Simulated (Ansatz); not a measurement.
Consider the substitution at a C–Si bond: `COC[SiH2]O` + `BN` → `BNCOC` + `O[SiH3]`.

Isolated molecules relaxed with PBE0-D4/def2-TZVP in Ansatz; ΔE leaves out vibrations. CCSD(T)/CBS adds triple-zeta CCSD(T) − MP2 to the extrapolated MP2 energy (def2 sets, frozen cores). This one scheme is used for every species. Functionals use def2-TZVPP. B3LYP here is the variant with VWN-RPA as its local correlation; programs differ in this. One conformer a species, not always the lowest.

```csv
level,ΔE (kcal/mol),difference from CCSD(T)/CBS
PBE0-D4,7.3,0.1
B3LYP-D4,7.2,0.0
B2PLYP,6.3,-0.9
PBE,7.1,-0.1
HF/def2-QZVPP,3.2,-4.0
MP2/def2-QZVPP,7.0,-0.2
SCS-MP2/def2-QZVPP,6.1,-1.1
HF/CBS(def2),3.2,-4.0
MP2/CBS(def2),7.4,0.2
CCSD/CBS(def2),6.8,-0.4
CCSD(T)/CBS,7.2,0
```

Largest T1 diagnostic among the species: 0.012.

In def2-TZVPP, CCSD(T) changes the Hartree–Fock value by +3.2 kcal/mol (the triples alone add +0.3 kcal/mol) and MP2 by +3.4 kcal/mol. The D4 term adds +1.2 kcal/mol with B3LYP and +0.7 kcal/mol with PBE0; it sums over pairs of atoms, weighted by their polarisabilities, and B3LYP, whose exchange is more repulsive, gets the larger term.
